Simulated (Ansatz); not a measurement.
Geometry optimisation, RKS PBE-D4/def2-SVP in Ansatz.

Input file:

```yaml
crystal:
  periodic: [false, false, false]
  atoms:
    - { symbol: Al, position_ang: [-0.401, 0.3748, 0.1568] }
    - { symbol: H, position_ang: [1.2944, 1.153, 0.8904] }
    - { symbol: C, position_ang: [-0.2274, -0.1672, -1.7339] }
    - { symbol: O, position_ang: [-1.5313, 1.1718, 1.0192] }
    - { symbol: H, position_ang: [1.3049, 0.3201, 1.4046] }
    - { symbol: Se, position_ang: [0.6887, -1.4966, 1.955] }
    - { symbol: H, position_ang: [0.7068, -0.704, -1.9031] }
    - { symbol: H, position_ang: [-0.243, 0.6939, -2.4019] }
    - { symbol: H, position_ang: [-1.0475, -0.8252, -2.0303] }
    - { symbol: H, position_ang: [-2.1881, 1.5592, 1.5793] }
    - { symbol: H, position_ang: [1.6434, -2.0797, 1.0639] }
basis:
  gaussian: { orbitals: def2-SVP }
hamiltonian:
  xc: pbe
  dispersion: d4
relax:
  f_tol: 0.15
  max_steps: 25
  restrain:
    - { distance: [0, 5], at: 2.41, k: 30.0 }
    - { distance: [4, 1], at: 0.62, k: 30.0 }
    - { distance: [0, 1], at: 2.82, k: 30.0 }
    - { distance: [4, 5], at: 2.81, k: 30.0 }
```

Launched with:

```bash
$ ansatz run input.yaml --threads 2 --pin off --max-ram 3072MiB --backend cpu --events-out ev --progress --plain --runs-dir out
```

Q: Where does it end, and by what steps?

A: It converged. The restraints hold the end off the free minimum. After 10 steps the energy has fallen by 1.148 eV (the restraints' own energy left out); H5 moved furthest, 0.70 Å. Joined: H2–H5.

```tsv
step	energy less start (eV)	largest force component (eV/Å)	accepted
0	0.0000	2.102	yes
1	-0.3041	2.101	yes
2	-0.5168	3.739	yes
3	-0.7337	4.555	yes
4	-0.9723	2.043	yes
5	-1.0555	2.035	yes
6	-1.0591	2.263	yes
7	-1.1220	1.159	no
8	-1.0855	2.289	yes
9	-1.1160	2.187	yes
10	-1.1482	2.148	yes
```

```xyz
11
Properties=species:S:1:pos:R:3
Al -0.608 -0.075 0.334
H 1.785 1.381 0.651
C -0.167 -0.185 -1.558
O -1.782 1.101 0.783
H 1.646 0.793 1.027
Se 0.347 -1.512 1.993
H 0.854 -0.585 -1.722
H -0.225 0.826 -2.012
H -0.878 -0.838 -2.106
H -2.136 1.259 1.673
H 1.164 -2.164 0.938
```

Whether the end is a true minimum wasn't checked by a vibrational analysis.

The run took 29 s on 2 threads of Arm Neoverse V2, with other jobs on the host, peak memory 0.15 GiB.
